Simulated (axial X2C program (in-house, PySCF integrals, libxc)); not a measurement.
PSe along the bond: LDA, 2c

Computed with an in-house relativistic program for diatomic molecules. Two-component (2c) means X2C with spin–orbit coupling and atomic mean-field two-electron Coulomb and Gaunt terms. Basis: Se dyall-v3z [8s9p6d1f], P dyall-v3z [8s7p2d1f] (cores contracted in-house); Gaussian nuclei, density fitting, unrestricted open shells. Masses: Se 79.917 u, P 30.974 u.

State: Ω = 1/2 (⟨Sz⟩ = -0.50, ⟨Lz⟩ = 1.00 at LDA). Dipoles are positive if P is the positive end.

Results along the bond:

```csv
R (Å),μ (D),HOMO (eV),LUMO (eV)
1.772,-0.443,-3.99,-3.87
1.854,-0.310,-4.21,-4.10
1.915,-0.205,-4.38,-4.26
1.976,-0.096,-4.53,-4.41
2.037,0.013,-4.68,-4.56
2.108,0.142,-4.84,-4.72
2.180,0.269,-5.00,-4.87
2.271,0.430,-5.18,-5.05
2.383,0.620,-5.37,-5.24
2.546,0.881,-5.60,-5.45
```

One determinant describes the state; a PBE0 search over occupations chose it and may have missed a lower one. Density functionals use the spin component along the axis (collinear). The functionals have no current-density term, which raises determinants with orbital currents, atoms included.
